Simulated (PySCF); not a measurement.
Gas-phase reaction: MoO₂Cl₂ + 6 F → MoF₆ + 2 O + Cl₂

Method: PySCF energies (xtb for GFN2) plus ideal-gas RRHO corrections (1 bar). † marks an energy on the PBE0/def2-TZVP geometry and frequencies; other levels use their own. Open shells (unrestricted): F (multiplicity 2, electronic degeneracy 6), O (multiplicity 3, electronic degeneracy 9); the rest are closed-shell singlets. GFN2 has no spin-polarisation term. Spin-orbit splitting is ignored; it lowers the true energy and changes the entropy of F, O. B3LYP is the form with VWN-RPA correlation. Mo: scalar-relativistic def2 core potential, no spin-orbit coupling. The harmonic model lacks anharmonicity and excited electronic states, which grow with temperature; levels with a mode under 35 cm⁻¹ are left out. Soft modes under 120 cm⁻¹ make the harmonic entropy rough for MoO₂Cl₂, MoF₆.

```tsv
level	ΔE electronic, kJ	ΔH°(298 K), kJ	ΔS°(298 K), J/K	ΔG°(1000 K), kJ
B3LYP/def2-TZVP†	-952	-945	-405	-538
BLYP/def2-TZVP†	-1020	-1013	-405	-606
GFN2-xTB	-684	-678	-423	-252
r2SCAN/def2-TZVP†	-998	-991	-405	-584
LDA/def2-TZVP†	-1316	-1309	-405	-901
ωB97X-V/def2-TZVP†	-962	-955	-405	-548
```
ΔH° is lowest at LDA/def2-TZVP† and highest at GFN2-xTB. No reference value is set beside these.
